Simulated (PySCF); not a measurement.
**Cost of excited-state runs on `CC1=C(C#C)N=NN1`, C$_{5}$H$_{5}$N$_{3}$**

Bonds (- single, = double, # triple, : aromatic): C1#C2 1.200 Å, C2-C3 1.406 Å, C3:N4 1.359 Å, N4:N5 1.270 Å, N5:N6 1.336 Å, N6:C7 1.355 Å, C7-C8 1.480 Å, C7:C3 1.390 Å. C1 carries H9; N6 carries H10; C8 carries H11, H12, H13.

PySCF with density fitting, on 1 thread of an Intel Xeon Platinum 8375C, shared host. Command: `OMP_NUM_THREADS=1 python excited_run.py task.json out`

Task: How long does each of these runs take, and how much memory?
- magnetisability and related constants, B3LYP/pcSseg-1; isotopologues
- magnetisability and related constants, LC-wPBE/6-311G**; usual settings

Result: 
```csv
run,level,basis functions,wall time,peak memory (GiB)
magnetisability and related constants,B3LYP/pcSseg-1,161,20 s,0.74
magnetisability and related constants,LC-wPBE/6-311G**,174,25 s,0.79
```
Times from a shared host are rough.
